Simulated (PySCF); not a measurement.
BaF2, SMILES [F][Ba][F]. Atoms are numbered in the order given.

```xyz
3

Ba     0.0000     0.0000     0.2685
F      0.0000    -1.9345    -0.8352
F      0.0000     1.9345    -0.8352
```

The structure is a stationary point at B3LYP-D3(BJ)/def2-TZVP. The isomer is the one that the SMILES or the coordinates give; other isomers of the formula were not compared. The def2 effective core potentials stand for the cores of Ba; spin–orbit coupling is left out.

All values below come from PySCF with ωB97X/def2-TZVPD.

Isolated molecule, no solvent.

The total energy comes out as -225.39556 hartree and the point group comes out as C2v. The highest occupied level comes out as -10.67 eV and the lowest empty level is 0.05 eV. The orbital gap comes out as 10.73 eV. The dipole moment is 7.00 D and the quadrupole, principal values (traceless, Buckingham form, about the centre of nuclear charge) is -24.20, 8.49, 15.72 D·Å. The mean static polarisability is 31.0 bohr³ (4.59 Å³). The polarisability, principal values is 25.0, 29.2, 38.7 bohr³.
